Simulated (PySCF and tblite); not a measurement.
The numbers below are computed, except where a source is named.
Molecule: C3H8GeO, numbered as in [CH2:1]1[CH2:2][GeH2:3][CH2:4][O:5]1; H named by carrier, a and b as here (phase angle P 144°, Å):

```
C1      -1.273    0.212    0.504
C2      -0.424    1.107   -0.396
Ge3      1.364    0.285   -0.231
C4       0.429   -1.444    0.022
O5      -0.842   -1.145    0.566
H1a     -2.317    0.189    0.173
H1b     -1.255    0.606    1.530
H2a     -0.758    1.033   -1.432
H2b     -0.516    2.144   -0.085
H3a      2.147    0.758    0.962
H3b      2.239    0.374   -1.448
H4a      0.917   -2.147    0.700
H4b      0.304   -1.954   -0.946
```

The ring 1–2–3–4–5 is held at Altona–Sundaralingam phase angles P (ν_j = ν_max cos(P + 144°(j − 2)), ν_j about the bond from ring atom j to j + 1, counted from 0) and the rest relaxed at GFN2-xTB. Energies: PBE0/pcSseg-1 + D3(BJ). Couplings: B3LYP/pcseg-1 with H pcJ-1, gas phase, for ¹H. (tblite 0.8, PySCF 2.14.)

One held structure gave ³J(H1a,H2b) = 6.7, ³J(H1b,H2a) = 3.2, ³J(H3a,H4b) = 5.7, ³J(H2b,H3b) = -0.8, ³J(H1b,H2b) = 12.9, ³J(H2a,H3a) = 4.7, ³J(H3b,H4a) = -1.3, ³J(H1a,H2a) = 11.7 Hz.

At which phase angle P was it held?
A. 288°
B. 216°
C. 144°
D. 0°
E. 72°

B. It lies 1.79 kcal/mol above the lowest point.

Spin–orbit effects of heavy atoms are missing.
